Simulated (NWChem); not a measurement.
C2H6FGa; SMILES [F][Ga]([CH3])[CH3]

Computed with NWChem. Pople sets run with spherical d functions. Structure relaxed at the PBE-D3(BJ)/def2-SVP level. B3LYP is NWChem's, with the RPA form of VWN correlation. Total energies compare along this basis series because the functional is fixed.

```csv
level,basis functions,energy (Ha),highest occupied level (eV),orbital gap (eV),dipole (D)
B3LYP/3-21G,61,-2094.2335,-7.33,6.79,2.33
B3LYP/6-31G*,86,-2104.3402,…,6.75,…
B3LYP/6-311G**,134,-2104.6466,-7.76,6.81,2.81
```

Problem. Fill in the missing entries.

Solution. 
- B3LYP/6-31G*, highest occupied level (eV): -7.54
- B3LYP/6-31G*, dipole (D): 2.67
